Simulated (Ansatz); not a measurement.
Reactions of C$_{2}$H$_{8}$BNSi (`BN([SiH3])C=C`).

Computed with Ansatz on PBE0-D4/def2-TZVP structures; ΔE is electronic, products minus reactants. CCSD(T)/CBS adds triple-zeta CCSD(T) − MP2 to the extrapolated MP2 energy (def2 sets, frozen cores). This one scheme is used for every species, atoms too. Functionals use def2-TZVPP. Open shells (•) are unrestricted, without spin–orbit coupling. Spin–orbit coupling would lower the free atoms: a little for B, C, Si. Bonds to Br, Ge, Zn are less sure, by a few kJ/mol each and by 10 to 20 or more in all where they break to atoms, as the def2 sets lack core-valence functions. Scalar relativity is left out up to krypton. Each species was taken in one conformer, which may not be the lowest.

```json
{"reaction": "`BN([SiH3])C=C` + `CC[SiH2]C` → `BCC[SiH2]C` + `C=CN[SiH3]`", "CCSD(T)/CBS(def2) (kcal/mol)": "33.6"}
{"reaction": "`BN([SiH3])C=C` + `C[CH2][ZnH]` → `BC[CH2][ZnH]` + `C=CN[SiH3]`", "CCSD(T)/CBS(def2) (kcal/mol)": "?"}
{"reaction": "`BN([SiH3])C=C` → B• + 2 C• + 8 H• + N• + Si•", "CCSD(T)/CBS(def2) (kcal/mol)": "?"}
{"reaction": "`BN([SiH3])C=C` + `CN[SiH2]N` → `BN(C)[SiH2]N` + `C=CN[SiH3]`", "CCSD(T)/CBS(def2) (kcal/mol)": "?"}
{"reaction": "`BN([SiH3])C=C` + `C=C[SiH2]N` → `C=C[SiH2]N[SiH3]` + `BNC=C`", "CCSD(T)/CBS(def2) (kcal/mol)": "-5.9"}
{"reaction": "`BN([SiH3])C=C` + `NCBCl` → `[SiH3]NCBCl` + `BNC=C`", "CCSD(T)/CBS(def2) (kcal/mol)": "-0.8"}
{"reaction": "`BN([SiH3])C=C` + `OCO[SiH3]` → `BOCO[SiH3]` + `C=CN[SiH3]`", "CCSD(T)/CBS(def2) (kcal/mol)": "-2.3"}
{"reaction": "`BN([SiH3])C=C` + `C=CBr` → `C=C([SiH3])Br` + `BNC=C`", "CCSD(T)/CBS(def2) (kcal/mol)": "6.3"}
{"reaction": "`BN([SiH3])C=C` + `C#CCO` → `C#CCOC=C` + `BN[SiH3]`", "CCSD(T)/CBS(def2) (kcal/mol)": "1.6"}
{"reaction": "`BN([SiH3])C=C` + `[NH2][Ge][OH]` → `[NH2][Ge][O][SiH3]` + `BNC=C`", "CCSD(T)/CBS(def2) (kcal/mol)": "-17.5"}
```

Q: Fill in the missing values. (Best estimate.)

A: Computed: `BN([SiH3])C=C` + `C[CH2][ZnH]` → `BC[CH2][ZnH]` + `C=CN[SiH3]`: +32.7 kcal/mol; `BN([SiH3])C=C` → B• + 2 C• + 8 H• + N• + Si•: +1158.9 kcal/mol; `BN([SiH3])C=C` + `CN[SiH2]N` → `BN(C)[SiH2]N` + `C=CN[SiH3]`: -1.4 kcal/mol.

Largest T1 diagnostic: 0.014, for `[NH2][Ge][OH]`.
